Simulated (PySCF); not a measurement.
CH3Se, SMILES C[Se] (connectivity only; charge and spin as stated), charge -1, multiplicity 1. Atoms are numbered in the order given.

```xyz
5

C      0.0000     0.0000    -1.5323
Se     0.0000     0.0000     0.4398
H     -0.8857     0.5114    -1.9201
H      0.0000    -1.0228    -1.9201
H      0.8857     0.5114    -1.9201
```
Charge -1, spin multiplicity 1.

Coordinates come from a ωB97X-D3(BJ)/def2-TZVPD optimisation. The multiplicity is an assumed one; other spin states were not compared. The isomer is the one that the SMILES or the coordinates give; other isomers of the formula were not compared.

Two levels are set side by side: PBE/pcSseg-2 (PySCF) and KT2/pcSseg-2 (PySCF). GIAO shifts against Me2Se (⁷⁷Se), TMS (¹H), TMS (¹³C) at the same level; non-relativistic, no solvent, atoms listed together averaged. Differences are taken from unrounded values.

| quantity | KT2 |
|---|---|
| δ(¹³C) of C1 (ppm) | 10.5 |
| δ(⁷⁷Se) of Se2 (ppm) | -256.2 |
| δ(¹H) of H3, H4, H5 (ppm) | 2.38 |

Problem. What does PBE give, and how far is it from KT2? (Estimate from the structure and the level; the computed values follow.)

Solution. 
```tsv
quantity	PBE	PBE minus KT2
δ(¹³C) of C1 (ppm)	11.6	1.1
δ(⁷⁷Se) of Se2 (ppm)	-283.8	-27.7
δ(¹H) of H3, H4, H5 (ppm)	2.37	-0.01
```

Rough cost on one machine, each run with all the roots and properties that it gave: KT2 against PBE within a factor of 2.
